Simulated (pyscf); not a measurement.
`[O][SiH]([OH])[OH]` [doublet] -> `[OH][Si]([OH])[OH]` [doublet], a hydrogen shift (doublet surface; H–Si broken, H–O formed). PySCF, gas phase, ωB97X-D3(BJ)/def2-SVP geometries. Correlated levels are frozen-core, on RHF or UHF. ΔMP2 is the change of the MP2 total energy from the triple- to the quadruple-zeta basis. Energies in kcal/mol from the reactant's lowest minimum found.

Small-basis levels: PySCF, no dispersion term, spherical d functions. AM1 to PM7: differences of heats of formation from MOPAC. GFN2-xTB: tblite. Open shells are spin-unrestricted. 

```
level                             barrier  reaction energy
--------------------------------  -------  ---------------
HF/3-21G                             59.5             +1.8
SVWN5/6-31G*                          3.9            -28.4
PBE/6-31G*                           11.7            -21.5
B3LYP/STO-3G                         48.6             -3.7
M06-2X/6-31G*                        22.5            -19.6
B3LYP/def2-SVP                       18.0            -21.6
GFN2-xTB                             12.7            -18.1
AM1                                  30.5            -46.4
PM3                                  23.2            -37.6
CCSD(T)/def2-TZVPP + ΔMP2(QZVPP)     14.7            -25.8
```

Against the last row the barrier runs from -10.8 (SVWN5/6-31G*) to +44.8 kcal/mol (HF/3-21G); GFN2-xTB happens to lie closest here (2.0 kcal/mol apart). CCSD(T)/def2-TZVPP + ΔMP2(QZVPP) has limits of its own. One saddle was located; it need not be the lowest between these sides. The CCSD(T) − MP2 part came from Ansatz, without density fitting, on the same reference.
